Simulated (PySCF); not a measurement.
Input of a driver script around PySCF for `C#[C][GeH2][AsH2]`, coordinates in Å (PBE0-D3(BJ)/def2-SVP geometry):
```
{"job": {"kind": "eom", "basis": "aug-cc-pVDZ", "nee": 0}, "charge": 0, "multiplicity": 1}
C      2.235816    -0.218272     0.239281
C      1.147504     0.316074     0.137775
Ge    -0.590076     1.070177    -0.021795
As    -2.313179    -0.629360     0.078130
H      3.202070    -0.682498     0.327270
H     -0.683612     1.792678    -1.376049
H     -0.800833     2.074885     1.122799
H     -1.518657    -1.557306    -0.833441
H     -1.703828    -1.243941     1.333863
```

Q: What does the run print?

A: 
```
E(HF) = -4388.1012397791
E(MP2) = -4388.6291706006
E(CCSD) = -4388.6753079761
T1 diagnostic = 0.0101

EOM-IP-CCSD (eV)   Koopmans (eV)
   9.4076       9.6845
  10.6304      10.8464
  10.8047      11.1832
  11.4109      11.8672
  12.1960      12.9599
  13.2061      14.0245
  13.2895      14.7868
  17.2099      19.0914
```

The calculation used CCSD and EOM-CCSD/aug-cc-pVDZ in PySCF, restricted Hartree–Fock reference, 20 core orbitals frozen, non-relativistic, gas phase, PBE0-D3(BJ)/def2-SVP geometry. Each EOM-IP line stands beside −ε of the orbital with the largest one-hole amplitude.

Q: What correlation energies follow, and how does the T1 diagnostic stand?

A: MP2 -0.52793 Eh, CCSD -0.57407 Eh; CCSD lies 46.1 mEh below MP2. T1 = 0.0101, below the customary warning level of 0.02.

Q: Which orbital leads each EOM-IP root, and how large is the one-hole share of its vector?

A: 9.41 eV: HOMO, one-hole share 0.96; 10.63 eV: HOMO-1, one-hole share 0.95; 10.80 eV: HOMO-2, one-hole share 0.95; 11.41 eV: HOMO-3, one-hole share 0.95; 12.20 eV: HOMO-4, one-hole share 0.94; 13.21 eV: HOMO-5, one-hole share 0.93; 13.29 eV: HOMO-6, one-hole share 0.93; 17.21 eV: HOMO-7, one-hole share 0.88.

Time: 8.6 min of wall time; peak memory 2.9 GiB. Hardware: an Arm Neoverse V1 with one thread, shared host with 32 logical CPUs at a one-minute load of 25.

Conformer computed: `[CH:1]#[C:2][GeH2:3][AsH2:4]`: H–As4–Ge3–C2 -43°, H–As4–Ge3–C2 49°.
